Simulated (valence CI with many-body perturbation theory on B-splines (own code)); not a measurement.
# Level structure of Rb24+

Calculated by configuration interaction combined with many-body perturbation theory (CI+MBPT): three valence electrons over a frozen Dirac-Fock core [Ne], radial functions for each j: 11 s, 11 p, 10 d, 8 f, 5 g, 2 h, with the one-electron correlation potential Σ1 (screened to all orders), the two-electron term Σ2, the three-electron term Σ3, Breit, model QED; selected single and double excitations, second order for the rest, scaled by the run's own slope (own B-spline code, finite nucleus).

No measured spectrum was set against this ion. As an estimate, levels of excited configurations hold to 0.05 to 0.15 % of their energy, terms of the ground configuration to about 0.5 %.

Levels 46 to 90 of 152, with energies above the lowest level, 3s2 3p 2P°_1/2. "Leading %" is the weight of the configuration and term that name the level; weights of strongly mixed levels are sums over their largest components and can fall short. In the jj column 3d3/2^4 stands for four electrons in 3d with j = 3/2. Lifetimes count E1, E2, E3, M1 and M2 decay at the calculated energies, and are blank where another channel may lead or the interval is too uncertain; long ones can be off by a factor of two.

```
No.  Configuration  Term    J  E (cm⁻¹)  Leading %  Lifetime      g                Leading jj
 46         3p2 3d    4D  1/2   1867000         81   18.7 ps  0.140  3p1/2 3p3/2 3d3/2 (98 %)
 47         3p2 3d    4F  7/2   1869800         64   24.2 ps  1.269  3p1/2 3p3/2 3d5/2 (91 %)
 48         3p2 3d    4F  9/2   1894500         64   29.7 ps  1.251  3p1/2 3p3/2 3d5/2 (87 %)
 49         3p2 3d    4D  3/2   1902800         52   16.4 ps  1.222  3p1/2 3p3/2 3d5/2 (74 %)
 50         3p2 3d    4D  5/2   1904800         51   16.9 ps  1.276  3p1/2 3p3/2 3d5/2 (63 %)
 51         3p2 3d    4P  5/2   1945400         45   9.03 ps  1.384  3p1/2 3p3/2 3d5/2 (66 %)
 52         3p2 3d    2G  7/2   1945600         71   34.5 ps  0.952  3p1/2 3p3/2 3d5/2 (36 %)
 53         3p2 3d    4P  3/2   1952900         41   8.51 ps  1.298  3p1/2 3p3/2 3d3/2 (75 %)
 54         3p2 3d    2P  1/2   1953200         48   11.3 ps  1.326  3p1/2 3p3/2 3d3/2 (51 %)
 55         3p2 3d    4D  7/2   1975000         64   20.0 ps  1.329      3p3/2^2 3d5/2 (82 %)
 56         3p2 3d    2P  1/2   1993400         46   7.87 ps  1.467      3p3/2^2 3d3/2 (44 %)
 57         3p2 3d    2G  9/2   1998400         54   29.7 ps  1.189      3p3/2^2 3d5/2 (83 %)
 58         3p2 3d    2D  5/2   2016900         49   9.12 ps  1.310      3p3/2^2 3d3/2 (36 %)
 59         3p2 3d    2D  3/2   2017100         50   9.57 ps  1.053      3p3/2^2 3d3/2 (54 %)
 60         3p2 3d    2P  1/2   2025400         54   13.2 ps  1.079  3p1/2 3p3/2 3d5/2 (68 %)
 61         3p2 3d    2D  3/2   2027000         53   11.7 ps  1.084  3p1/2 3p3/2 3d5/2 (44 %)
 62         3p2 3d    2F  5/2   2049800         62   7.52 ps  0.966  3p1/2 3p3/2 3d5/2 (35 %)
 63         3s 3d2    4F  3/2   2091100         99   8.66 ps  0.403         3s 3d3/2^2 (71 %)
 64         3p2 3d    2S  1/2   2096200         60   9.43 ps  1.981      3p3/2^2 3d5/2 (44 %)
 65         3p2 3d    2P  3/2   2096400         46   11.2 ps  1.201      3p3/2^2 3d5/2 (55 %)
 66         3s 3d2    4F  5/2   2098100         98   9.18 ps  1.029     3s 3d3/2 3d5/2 (63 %)
 67         3p2 3d    2F  7/2   2102900         72   7.98 ps  1.135      3p3/2^2 3d3/2 (45 %)
 68         3s 3d2    4F  7/2   2108700         90   9.50 ps  1.224     3s 3d3/2 3d5/2 (70 %)
 69         3s 3d2    4F  9/2   2120300         99   10.8 ps  1.330         3s 3d5/2^2 (75 %)
 70         3p2 3d    2D  5/2   2124400         82   13.7 ps  1.200      3p3/2^2 3d5/2 (78 %)
 71         3s 3d2    4P  1/2   2157100         98   7.56 ps  2.657         3s 3d3/2^2 (43 %)
 72         3s 3d2    4P  3/2   2161800         99   7.91 ps  1.727     3s 3d3/2 3d5/2 (93 %)
 73         3s 3d2    4P  5/2   2167300         96   8.18 ps  1.585     3s 3d3/2 3d5/2 (56 %)
 74         3p2 3d    2D  5/2   2189300         68   6.90 ps  1.134      3p3/2^2 3d5/2 (58 %)
 75         3p2 3d    2D  3/2   2200000         76   6.88 ps  0.812      3p3/2^2 3d3/2 (45 %)
 76         3s 3d2    2D  5/2   2236400         73   7.02 ps  1.201         3s 3d5/2^2 (46 %)
 77         3s 3d2    2D  3/2   2237300         64   6.58 ps  0.807         3s 3d5/2^2 (27 %)
 78         3s 3d2    2G  7/2   2237800         87   11.3 ps  0.891     3s 3d3/2 3d5/2 (69 %)
 79         3s 3d2    2G  9/2   2239700         86   11.1 ps  1.111     3s 3d3/2 3d5/2 (64 %)
 80         3s 3d2    2F  5/2   2302500         60   5.75 ps  0.880     3s 3d3/2 3d5/2 (40 %)
 81         3s 3d2    2F  7/2   2309100         72   6.37 ps  1.141         3s 3d5/2^2 (49 %)
 82         3s 3d2    2P  1/2   2344300         57   4.72 ps  0.935     3s 3d3/2 3d5/2 (41 %)
 83         3s 3d2    2P  3/2   2364500         67   4.99 ps  1.326     3s 3d3/2 3d5/2 (35 %)
 84         3s 3d2    2S  1/2   2370300         70   5.84 ps  1.736         3s 3d5/2^2 (68 %)
 85         3p 3d2   4G°  5/2   2518700         81   32.6 ps  0.630      3p1/2 3d3/2^2 (85 %)
 86         3p 3d2   4G°  7/2   2550700         87   31.2 ps  0.999  3p1/2 3d3/2 3d5/2 (83 %)
 87         3p 3d2   2D°  5/2   2584400         33   19.3 ps  1.045  3p1/2 3d3/2 3d5/2 (78 %)
 88         3p 3d2   4G°  9/2   2587100         79   26.5 ps  1.174      3p1/2 3d5/2^2 (40 %)
 89         3p 3d2   2D°  3/2   2599600         48   14.3 ps  0.869  3p1/2 3d3/2 3d5/2 (80 %)
 90         3p 3d2   4D°  1/2   2618800         48   14.1 ps  1.235  3p1/2 3d3/2 3d5/2 (93 %)
```

Names give the largest LS component (configuration and term), which can be under half, so a name can repeat, a term be missing and a line seem to break the LS rules; names also repeat where a configuration has a term twice.

Where two levels of one J and parity lie close, their mixing, g and order are uncertain.
